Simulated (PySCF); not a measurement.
Computed Raman spectrum (relative Raman activity) of a molecule C3H7NOSi. Coordinates come from a ωB97X-D3(BJ)/def2-SVP optimisation. One conformer was computed; it need not be the lowest. Calculation: PySCF 2.14.0 with ωB97X-D3(BJ)/def2-SVP. Frequencies are harmonic and unscaled.

Lines under 2 % of the strongest are left out, and lines within 2 cm⁻¹ are merged.

| ν (cm⁻¹) | relative intensity |
|---|---|
| 440 | 3.3 |
| 678 | 7.1 |
| 693 | 2.0 |
| 753 | 3.4 |
| 781 | 6.5 |
| 803 | 5.0 |
| 914 | 4.1 |
| 930 | 2.4 |
| 1013 | 6.5 |
| 1028 | 2.4 |
| 1102 | 8.0 |
| 1254 | 4.5 |
| 1309 | 3.4 |
| 1346 | 2.8 |
| 1462 | 2.9 |
| 1503 | 14 |
| 1774 | 12 |
| 2242 | 66 |
| 2290 | 92 |
| 3001 | 100 |
| 3061 | 80 |
| 3205 | 44 |
| 3229 | 84 |
| 3680 | 53 |

Question: Pick the molecule that these values belong to.
(A) C=C=CN[SiH2]O
(B) C[SiH2]C1=NCO1
(C) C1=CO[SiH2]NC1
(D) C#CCN[SiH2]O

Answer: C, C1=CO[SiH2]NC1
